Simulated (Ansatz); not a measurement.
C₂H₆TeZn (`[CH3][Zn][Te]C`), one more setting.

```yaml
crystal:
  periodic: [false, false, false]
  atoms:
    - {symbol: C, position_ang: [-0.760340, 2.142298, -1.247817]}
    - {symbol: Zn, position_ang: [0.444552, 0.832627, -0.576035]}
    - {symbol: Te, position_ang: [1.998207, -0.864127, 0.358190]}
    - {symbol: C, position_ang: [0.481724, -2.141187, 1.353872]}
    - {symbol: H, position_ang: [-1.380002, 1.631642, -2.095841]}
    - {symbol: H, position_ang: [-1.454972, 2.381324, -0.525735]}
    - {symbol: H, position_ang: [-0.243817, 2.991949, -1.670045]}
    - {symbol: H, position_ang: [1.093296, -3.029410, 1.747173]}
    - {symbol: H, position_ang: [-0.027481, -1.601056, 2.033438]}
    - {symbol: H, position_ang: [-0.131694, -2.560880, 0.574124]}
basis:
  gaussian: {orbitals: x2c-TZVPPall, final_grid: {core_spheres: 8, valence_spheres: 7, degree: 23}}
hamiltonian: {xc: {name: revPBE}}
```

```sh
$ ansatz run in.yaml --threads 4 --pin off --events-out ev --progress --plain --max-ram 10444MiB
```

Shortened log:

```
Functional definition: revPBE
1704 factors; their error is unknown
mean field evaluation 1: about -235884.6580 eV, gradient 1.1e2 eV
mean field evaluation 2: about -235814.3722 eV, gradient 2.2e2 eV
mean field evaluation 4: about -235906.7321 eV, gradient 2.0e1 eV
mean field evaluation 8: about -235907.3763 eV, gradient 2.2e-1 eV
mean field evaluation 16: about -235907.3482 eV, gradient 5.3e-4 eV
mean field -235907.34821475 eV, -8669.4351431482 hartree, gradient 4.4e-5 eV, S^2 0.000000; 0 other end points of the search recorded, 0 dependent functions left out
reference -235907.34826195 eV, -8669.4351448829 hartree; 50, 50 occupied and 220, 220 virtual orbitals, 1704 factors
Total energy: -235907.34826195 eV, -8669.4351448829 hartree
Relativity: scalar
```

Run time 1.6 s (4 threads of an Intel Xeon Platinum 8488C on a shared host); peak host memory 0.41 GiB.
